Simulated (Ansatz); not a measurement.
`CN(C)BF`. Charge 0, multiplicity 1.

```csv
atom,x (Å),y (Å),z (Å)
C1,-0.886,0.053,-1.035
N2,0.088,0.143,0.024
C3,0.224,-1.056,0.816
B4,0.829,1.298,0.252
F5,1.724,1.334,1.250
H6,-1.883,-0.163,-0.635
H7,-0.929,0.994,-1.582
H8,-0.629,-0.748,-1.739
H9,-0.726,-1.316,1.296
H10,0.526,-1.904,0.191
H11,0.976,-0.909,1.590
H12,0.687,2.272,-0.429
```

Question: What are the harmonic wavenumbers in cm⁻¹ at PBE0-D4/def2-TZVP (Ansatz, finite differences of forces, unscaled)? (Estimate.)

Answer: Ansatz gave: 172, 207, 257, 260, 327, 385, 546, 867, 889, 1081, 1085, 1115, 1122, 1180, 1250, 1300, 1439, 1459, 1476, 1486, 1489, 1497, 1582, 2631, 3017, 3023, 3065, 3072, 3146, 3160.

Question: Is this a minimum?

Answer: Yes, all 30 modes are real.

Question: Give the ideal-gas thermochemistry at 298.15 K and 1 bar (rigid rotor, harmonic oscillator; point group Cs, symmetry number 1).

Answer: Zero-point energy 260.7 kJ/mol; H(298) − E = 279.3 kJ/mol; entropy 317.9 J/(mol·K), of which translation 162.7, rotation 107.4, vibration 47.8; G(298) − E = 184.5 kJ/mol.

Question: Rotational constants (cm⁻¹)?

Answer: 0.3022, 0.1228, 0.09029.
